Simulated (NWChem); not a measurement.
System: WNH$_{2}$O$_{2}$F; SMILES [F][W]([OH])(=[NH])=[O]

```xyz
7

W     -0.0127     0.0085     0.0164
O     -0.9948    -0.1057     1.4276
N     -1.0449    -0.1897    -1.4023
H     -1.9950    -0.3272    -1.7631
F      0.7901     1.7167    -0.0747
O      1.2214    -1.4365     0.0376
H      1.3260    -2.0836    -0.6831
```
Atoms are numbered in this order, from 1.

Computed with NWChem. Medium grid unless said otherwise, to which SCAN and Minnesota functionals are sensitive. Coordinates come from a PBE-D3(BJ)/def2-SVP optimisation. def2 effective core potentials on W; no spin-orbit coupling. B3LYP is NWChem's, with the RPA form of VWN correlation.

Task: Order these by “highest occupied level (eV)”, lowest first: r2SCAN/def2-SVP; LRC-wPBEh/def2-SVP; BLYP/def2-SVP; PBE0/def2-SVP.

Result: LRC-wPBEh/def2-SVP (-10.27), PBE0/def2-SVP (-8.44), r2SCAN/def2-SVP (-7.29), BLYP/def2-SVP (-6.75)
